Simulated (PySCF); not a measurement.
Gas-phase reaction: 3 BH + NH₃ + N₂ ⇌ borazine

Energies from PySCF (xtb for GFN2), thermal terms from the rigid-rotor harmonic-oscillator model, ideal gas at 1 bar. † marks an energy on the PBE0/def2-TZVP geometry and frequencies; other levels use their own. MP2 and CCSD(T) freeze the core. 6-31G* has spherical d functions here. All species are closed-shell singlets. MP2 isn't extrapolated to the basis-set limit; its ΔH°(298 K) is -1886.8 kJ in def2-SVP and -1845.2 kJ in def2-TZVPP. CCSD(T) isn't extrapolated to the basis-set limit. The harmonic model lacks anharmonicity and excited electronic states, which grow with temperature; levels with a mode under 35 cm⁻¹ are left out.

| level | ΔE electronic, kJ | ΔH°(298 K), kJ | ΔS°(298 K), J/K | ΔG°(600 K), kJ |
|---|---|---|---|---|
| CCSD(T)/def2-SVP† | -1840 | -1770 | -612 | -1398 |
| GFN2-xTB | -2207 | -2151 | -606 | -1784 |
| HF/6-31G* | -1754 | -1682 | -614 | -1309 |
| M06-2X/def2-TZVP† | -1927 | -1857 | -612 | -1486 |
| MP2/def2-SVP† | -1957 | -1887 | -612 | -1515 |
| MP2/def2-TZVPP† | -1915 | -1845 | -612 | -1474 |
| r2SCAN/def2-TZVP† | -2006 | -1936 | -612 | -1564 |
| ωB97M-V/def2-TZVP† | -1897 | -1827 | -612 | -1455 |
ΔH° is lowest at GFN2-xTB and highest at HF/6-31G*. No reference value is set beside these.
